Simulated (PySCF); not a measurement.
## Unknown compound

An unknown has the formula C₆H₁₀Si. Its calculated NMR data are:

1H NMR (400 MHz, computed): δ 4.69 (m, 1H), 4.62 (m, 1H), 3.15 (m, 1H), 2.02 (s, 3H), 1.85 (m, 2H), 1.71 (m, 2H).

13C{1H} NMR (computed): δ 93.3 (C), 85.0 (C), 25.2 (CH), 20.4 (CH2), 5.1 (CH3).

PySCF 2.14 calculation with shieldings: GIAO PBE0/pcSseg-1 and geometry: GFN2-xTB; averaged over atoms made equivalent by symmetry, fast rotation or ring inversion, relativity neglected, no solvent, a single conformation.

Scale: TMS for 1H and 13C (reference shieldings calculated alike).

Task: What is the structure?

Result: 
- Rings plus π bonds: 3 (1 ring in the answer).
- 5 carbon signals for 6 carbons: some carbons are equivalent by symmetry or fast rotation.
- Carbon types of the structure: 2 × C, 1 × CH, 2 × CH2, 1 × CH3, leaving 2 H on heteroatoms.
- δC 93.3, 85.0: alkyne carbon; the triple bond shields along its axis, which puts it between sp3 and sp2 carbons.
- δC 25.2: propargylic sp3 CH; saturated and bonded to C and H only.
- δC 20.4: sp3 CH2 bonded to Si.
- δC 5.1: propargylic methyl carbon; a saturated carbon with 1 carbon neighbour and no heteroatom attached.
- δH 4.69, 4.62: hydrogen on a silicon bonded to 2 C, in a 4-membered ring.
- δH 3.15: hydrogen on a propargylic sp3 CH.
- δH 1.85, 1.71: hydrogen on an sp3 CH2 bonded to Si.

The compound is SMILES C1C(C#CC)C[SiH2]1.

This is the structure that produced the data.

Shifts are as computed. Against solution values, carbons near 30 ppm lie about +3 ppm off and those near 130 ppm about +5 ppm. Of 1211 compounds with measured shifts, 218 miss one by over three times the rms of a fit or turn the order of signals round; such compounds aren't used in these exercises. No couplings were computed; multiplicities are counted from neighbouring protons, with m where these are inequivalent, close in shift, in a saturated or five-membered ring or joined by F or P, and br s for small geminal =CH2 splittings.
